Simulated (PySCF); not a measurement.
CH₂N, SMILES C=[N], multiplicity 2. Atoms are numbered in the order given.

```xyz
4

C      0.0000     0.0000     0.5009
N      0.0000     0.0000    -0.7366
H      0.0000    -0.9360     1.0754
H      0.0000     0.9360     1.0754
```
Charge 0, spin multiplicity 2.

The structure is a stationary point at B3LYP-D3(BJ)/def2-TZVPD. The isomer is the one that the SMILES or the coordinates give; other isomers of the formula were not compared.

The numbers are results of PySCF with CAM-B3LYP/def2-TZVPD, not measurements.

Mulliken values depend strongly on the basis, most of all with diffuse functions as here. ESP charges are fitted to the potential on shells at 1.4 to 2.0 van der Waals radii. Atomic charges (e):

| atom | Mulliken | ESP fit | Mulliken spin |
|---|---|---|---|
| C1 | -0.28 | 0.06 | -0.11 |
| N2 | -0.25 | -0.31 | 0.94 |
| H3 | 0.26 | 0.13 | 0.09 |
| H4 | 0.26 | 0.13 | 0.09 |
